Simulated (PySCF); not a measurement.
**Static response to an electric field**

GeFCl3.
Cartesian coordinates in Å at the PBE0-D3(BJ)/def2-SVP level; atoms count from 1:
```
atom  x, y, z in Å
Ge1   -0.0003   -0.0005    0.0462
F2     0.0318   -0.0168    1.7625
Cl3    1.9993    0.0106   -0.6426
Cl4   -1.0216    1.7512   -0.5620
Cl5   -1.0093   -1.7445   -0.6040
```

Level: B3LYP/def2-SVPD (PySCF), static field, nuclei fixed, core orbitals frozen in the response. The polarisability tensor in these axes (au):

```
x   75.20 -0.03 -0.35
y   -0.03 75.43  0.23
z   -0.35  0.23 58.00
```

Question: Give the principal values, the mean and the anisotropy Δα = √{½[(α1 − α2)² + (α2 − α3)² + (α1 − α3)²]}.

Answer: Principal values 57.99, 75.21 and 75.44 au; mean 69.54 au = 10.31 Å³ = 11.47 × 10⁻⁴⁰ C²·m²/J; Δα = 17.34 au (25 % of the mean).

Question: What is the dipole moment, and where does it point?

Answer: (-0.02, 0.01, -0.98) D, 0.98 D in size, pointing from the negative to the positive side. Measured along this direction, the outermost atoms are F2 at the negative end and Cl5, Cl3 and Cl4 at the positive end.

Question: What depolarisation ratio follows for Rayleigh scattering of linearly polarised light, taking the static tensor?

Answer: ρ = 3Δα²/(45ᾱ² + 4Δα²) = 901.6/(217641 + 1202.2) = 0.00412.

Question: In a dilute gas of rigid molecules at 298 K, how does the orientational term μ²/3kT compare with the electronic polarisability?

Answer: In Gaussian units μ²/3kT = 7.71 Å³ against 10.31 Å³, a ratio of 0.75; the Debye molar polarisation (4π/3)N_A(α + μ²/3kT) is 45.4 cm³/mol, leaving out the vibrational part.

Question: Form Σ f/ω² (atomic units) for the 15 lowest TDDFT singlets, given as eV and f, and set it beside the mean polarisability, which is this sum over all singlets: 5.72, 0.0000; 5.96, 0.0115; 5.96, 0.0113; 6.42, 0.0356; 6.44, 0.0369; 6.56, 0.0241; 7.89, 0.0789; 7.89, 0.0798; 8.31, 0.0000; 8.56, 0.0004; 8.57, 0.0003; 8.78, 0.0312; 8.79, 0.0307; 8.83, 0.0003; 8.88, 0.0053.

Answer: They add up to 4.73 au, 6.8 % of the 69.54 au; the largest single term is 0.95 au, from the state at 7.89 eV. Terms in order: 0.00, 0.24, 0.23, 0.64, 0.66, 0.41, 0.94, 0.95, 0.00, 0.00, 0.00, 0.30, 0.29, 0.00, 0.05 au. Higher excitations give the rest. The strengths listed sum to 0.346.

Question: What are the principal values of the traceless quadrupole moment, Θ = ½Σq(3rr − r²1), about the centre of nuclear charge?

Answer: -3.73, 1.87, 1.87 D·Å. The values depend on the origin, since the dipole doesn't vanish. The electronic extent ⟨r²⟩ about the same centre is 1034 bohr², a root-mean-square distance of 1.77 Å for the 92 electrons.

Question: What molar refraction does this α imply?

Answer: Lorentz–Lorenz: R = (4π/3)N_A α = 2.5225 cm³/(mol·Å³) × 10.31 Å³ = 26.0 cm³/mol, in the limit of long wavelengths.

Geometry: PBE0-D3(BJ)/def2-SVP; no solvent, vibrations or thermal averaging. The calculation is non-relativistic, for germanium too.
